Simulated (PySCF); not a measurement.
NMR data simulated for an unnamed compound:

1H NMR (600 MHz, computed): δ 8.44 (d, 2H), 7.54 (d, 2H), 4.09 (s, 3H), 2.55 (s, 3H).

13C{1H} NMR (computed): δ 173.2 (C), 149.6 (C), 137.0 (CH), 133.8 (CH), 132.0 (C), 53.9 (CH3), 24.5 (CH3).

Single conformer, non-relativistic Hamiltonian, averaged over atoms made equivalent by symmetry, fast rotation or ring inversion, no solvent model. GFN2-xTB structure; shieldings: GIAO PBE0/pcSseg-1; PySCF.

References, each an isolated molecule treated in the same way: TMS for 1H (31.72 ppm), 13C (186.93 ppm).

Question: Which of these does the molecule contain: an ester, a methoxy group, an NH or NH2 group, a benzene ring, a tert-butyl group, an S-methyl group?

Answer: 
- An ester: yes (δC 173.2).
- A methoxy group: yes (δC 53.9; δH 4.09 (s)).
- An NH or NH2 group: no.
- A benzene ring: yes.
- A tert-butyl group: no.
- An S-methyl group: no.

The data belong to SMILES COC(=O)c1ccc(C)cc1, C9H10O2; they needn't prove each group on their own.

Carbon signals by region: 1 in the far downfield region (above 160 ppm), 4 in the sp2 and nitrile region (100–160 ppm), 1 at 50–100 ppm, 1 below 50 ppm. Above 160 ppm: 173.2, ester carbonyl carbon.

Shifts are as computed. Against solution values, carbons near 30 ppm lie about +3 ppm off and those near 130 ppm about +5 ppm. Of 1211 compounds with measured shifts, 218 miss one by over three times the rms of a fit or turn the order of signals round; such compounds aren't used in these exercises. No couplings were computed; multiplicities are counted from neighbouring protons, with m where these are inequivalent, close in shift, in a saturated or five-membered ring or joined by F or P, and br s for small geminal =CH2 splittings.
